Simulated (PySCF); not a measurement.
Method: PBE-D3(BJ)/def2-TZVP // PBE0-D3(BJ)/def2-TZVP (PySCF). All species are isolated molecules in the gas phase. 

Reference species (SMILES): `[SnH4]` (neutral, multiplicity 1).

```json
{
 "HOMO": "-7.93 eV",
 "LUMO": "-0.29 eV"
}
```

Changed species: `[F][SnH]([F])[F]` (whole molecule; the reference has whole molecule).

Give the shifts of the HOMO and LUMO.

the HOMO decreases by 1.36 eV, to -9.29 eV; the LUMO decreases by 2.87 eV, to -3.16 eV.
